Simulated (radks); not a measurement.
Spherical jellium clusters: N electrons in a uniform positive sphere of charge N and radius rs N^(1/3), rs = 2.7 bohr. Calculated with a radial shooting solver with Libxc functionals: non-relativistic Kohn-Sham, LDA (Slater exchange, Perdew-Wang correlation), spin-polarised, spherical densities. Levels are named by radial order and angular momentum (1s, 1p, 1d, 2s, ...), and open shells are averaged over m. Each electron was tried in the lowest free levels, single moves between levels near the top were tried too, and the lowest total energy was kept; such a search can miss a lower state. Energies include the self-energy of the background; IP and EA are vertical (highest electron removed, lowest free level filled), at fixed background; spill-out counts the electrons outside the background radius R, and alpha is the static dipole polarisability from linear response (closed shells only). A dash means not computed or, for alpha, an open shell; in EA it means that no bound solution was reached, which is typical of self-interaction and does not show that the anion is unstable. Real open-shell clusters deform, which this model forbids.

N                         open shells  2S  E/N (eV)  E(N+1) + E(N-1) - 2E(N) (eV)  IP (eV)  EA (eV)  spill-out (e)  alpha/R^3
1                    1s(up 1, down 0)   1    -0.613                             -        -        -           0.52          -
2                                none   0    -1.339                         2.023    7.058        -           0.74      2.075
3                    1p(up 1, down 0)   1    -0.907                        -0.920    4.477        -           1.13          -
4                    1p(up 2, down 0)   2    -0.921                        -0.786    5.432        -           1.38          -
5                    1p(up 3, down 0)   3    -1.086                         0.339    6.016        -           1.55          -
6                    1p(up 3, down 1)   2    -1.140                        -0.641    5.467        -           1.73          -
7                    1p(up 3, down 2)   1    -1.270                        -0.486    5.988    2.042           1.87          -
8                                none   0    -1.428                         2.343    6.343        -           1.99      1.713
9                    1d(up 1, down 0)   1    -1.291                        -0.424    3.878        -           2.23          -
10                   1d(up 2, down 0)   2    -1.224                        -0.391    4.339        -           2.43          -
11                   1d(up 3, down 0)   3    -1.204                        -0.351    4.706        -           2.60          -
12                   1d(up 4, down 0)   4    -1.217                        -0.312    5.006        -           2.73          -
13                   1d(up 5, down 0)   5    -1.252                         0.399    5.256        -           2.86          -
14  1d(up 5, down 0) 2s(up 1, down 0)   6    -1.253                        -0.185    4.791        -           3.14          -
15                   1d(up 5, down 2)   3    -1.267                        -0.348    5.007    1.783           3.11          -
16                   1d(up 5, down 3)   2    -1.300                        -0.248    5.244    2.029           3.22          -
17                   1d(up 5, down 4)   1    -1.345                        -0.220    5.444    2.246           3.32          -
18                               none   0    -1.396                         0.257    5.616    2.075           3.42      1.542
19                   2s(up 1, down 0)   1    -1.429                         0.216    5.312    1.974           3.62          -
20                               none   0    -1.447                         1.297    5.118        -           3.86      1.596
21                   1f(up 1, down 0)   1    -1.402                        -0.224    3.869        -           4.00          -
22                   1f(up 2, down 0)   2    -1.372                        -0.210    4.080        -           4.12          -
23                   1f(up 3, down 0)   3    -1.353                        -0.196    4.268        -           4.23          -
24                   1f(up 4, down 0)   4    -1.344                        -0.183    4.437    1.566           4.34          -
25                   1f(up 5, down 0)   5    -1.343                        -0.171    4.591    1.732           4.43          -
26                   1f(up 6, down 0)   6    -1.348                        -0.159    4.730    1.885           4.52          -
27                   1f(up 7, down 0)   7    -1.359                         0.433    4.856    1.463           4.60          -
28                   1f(up 7, down 1)   6    -1.354                        -0.172    4.391    1.640           4.70          -
29                   1f(up 7, down 2)   5    -1.355                        -0.159    4.543    1.803           4.79          -
30                   1f(up 7, down 3)   4    -1.361                        -0.148    4.681    1.952           4.88          -
31                   1f(up 7, down 4)   3    -1.372                        -0.139    4.806    2.090           4.96          -
32                   1f(up 7, down 5)   2    -1.386                        -0.130    4.922    2.218           5.04          -
33                   1f(up 7, down 6)   1    -1.404                        -0.122    5.028    2.337           5.11          -
34                               none   0    -1.424                         0.513    5.126    1.896           5.18      1.423
35                   2p(up 1, down 0)   1    -1.428                        -0.070    4.589    2.031           5.39          -
36                   2p(up 2, down 0)   2    -1.434                        -0.060    4.695    2.150           5.59          -
37                   2p(up 3, down 0)   3    -1.441                         0.272    4.787    1.953           5.78          -
38                   2p(up 3, down 1)   2    -1.440                        -0.068    4.544    2.089           6.00          -
39                   2p(up 3, down 2)   1    -1.442                        -0.059    4.655    2.210           6.22          -
40                               none   0    -1.445                             -    4.753    1.495           6.42      1.536

All shells are closed at N = 2, 8, 18, 20, 34, 40 (there: 1s2 1p6 1d10 2s2 1f14 2p6); the second difference of the energy has clear peaks (12 % above both neighbours; the first and last values, which can be the largest, are not judged, and half-filled shells can peak too) at N = 5, 8, 13, 18, 20, 27, 34, 37.
